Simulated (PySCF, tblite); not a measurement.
Isomers of C7H5F2 (doublet state), one GFN2-xTB conformer each. Single-point energies are computed at B3LYP/pcH-1 (PySCF, gas phase, no added dispersion term), electronic only. GFN2-xTB treats the open shell by occupation alone, and not every SCF solution was tested for stability.

Question: Rank them by B3LYP/pcH-1 energy, lowest first (kcal/mol).
A. `[CH:1]#[C:2][C@@:3]1([F:4])[CH2:5][CH:6]=[C:7]1[CH:8][F:9]` (doublet state) with C6–C7–C8–F9 0°
B. `[CH2:1][c:2]1[cH:3][cH:4][c:5]([F:6])[c:7]([F:8])[cH:9]1` (doublet state) with H–C1–C2–C3 0° and 180°
C. `[CH:1]#[C:2][C@:3]1([F:4])[CH2:5][C:6]=[C:7]1[CH2:8][F:9]` (doublet state) with C6–C7–C8–F9 -103°

Answer: B (0.0), A (75.7), C (107.3).

As drawn, the highest has a four-membered ring, which the lowest lacks. GFN2-xTB itself gives, in the same order: 0.0, 65.3, 97.7. Both levels put the same isomer lowest; measured from each level's own lowest isomer, the values differ by up to 10.4 kcal/mol (C#C[C@@]1(F)CC=C1[CH]F: 65.3 against 75.7).

Question: What happens when harmonic zero-point energies from GFN2-xTB frequencies are added?

Answer: 
```tsv
SMILES	ZPE (kcal/mol)	electronic (kcal/mol)	with ZPE (kcal/mol)
[CH2]c1ccc(F)c(F)c1	59.9	0.0	0.0
C#C[C@@]1(F)CC=C1[CH]F	57.8	75.7	73.5
C#C[C@]1(F)C[C]=C1CF	58.2	107.3	105.5
```

The zero-point energies span 2.1 kcal/mol. The order is unchanged.
